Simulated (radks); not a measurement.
Ionisation of the barium ion Ba+, [Xe] 6s1, to [Xe] as the strength of local exchange is varied. Method: scalar-relativistic Kohn-Sham, Slater X-alpha exchange (alpha = 2/3 is LDA exchange), no correlation, spin-unpolarised, spherical densities, point nucleus; computed with a radial shooting solver on a logarithmic mesh with Libxc functionals.

alpha  E(Ba+) (hartree)  exchange (hartree)  IE (eV)  -e of the level emptied (eV)  <r> of it (bohr)
0.607        -8107.1102           -168.6839    9.063                    6.703 (6s)             4.451
0.667        -8123.8484           -185.7126    9.349                    6.987 (6s)             4.379
0.71         -8135.8638           -197.9557    9.557                    7.195 (6s)             4.329
0.859        -8177.6259           -240.6327   10.293                    7.936 (6s)             4.164
0.919        -8194.4986           -257.9290   10.596                    8.244 (6s)             4.102
0.996        -8216.1989           -280.2191   10.993                    8.647 (6s)             4.026
?            -8107.9464           -169.5338    9.078                    6.717 (6s)             4.448

Which alpha was used in the last row?

Answer. alpha = 0.61. NIST Atomic Spectra Database: 10.004 eV (measured). The Delta-SCF value meets it near alpha = 0.80. Spin polarisation and multiplet splitting are left out, so open shells lie too high by an amount that depends on their filling.

Beside tabulated values, note that spin-unpolarised runs miss the spin-polarisation part of the exchange energy of open shells.
